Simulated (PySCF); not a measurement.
O2Si, SMILES [O][Si]=O (connectivity only; charge and spin as stated), charge -1, multiplicity 2. Atoms are numbered in the order given.

```xyz
3

O      0.0000     1.4549     0.2593
Si     0.0000     0.0000    -0.2963
O      0.0000    -1.4549     0.2593
```
Charge -1, spin multiplicity 2.

Geometry optimised at B3LYP-D3(BJ)/def2-TZVPD. The isomer is the one that the SMILES or the coordinates give; other isomers of the formula were not compared.

Two levels are set side by side: PBE/pcH-1 (PySCF) and B3LYP/pcH-1 (PySCF). Contact hyperfine couplings, same geometry. Differences are taken from unrounded values.

```csv
quantity,PBE
"A(iso) of 17O, atom O1 (MHz)",-40.6
"A(iso) of 29Si, atom Si2 (MHz)",-483.6
"A(iso) of 17O, atom O3 (MHz)",-40.6
```

### Question
These are the PBE values. What does B3LYP give? (The exact figures need the calculation; the answer reports its results.)

### Answer

```
quantity                         B3LYP  PBE minus B3LYP
------------------------------  ------  ---------------
A(iso) of 17O, atom O1 (MHz)     -47.9              7.3
A(iso) of 29Si, atom Si2 (MHz)  -541.2             57.6
A(iso) of 17O, atom O3 (MHz)     -47.9              7.3
```

Rough cost on one machine, each run with all the roots and properties that it gave: B3LYP against PBE within a factor of 2.
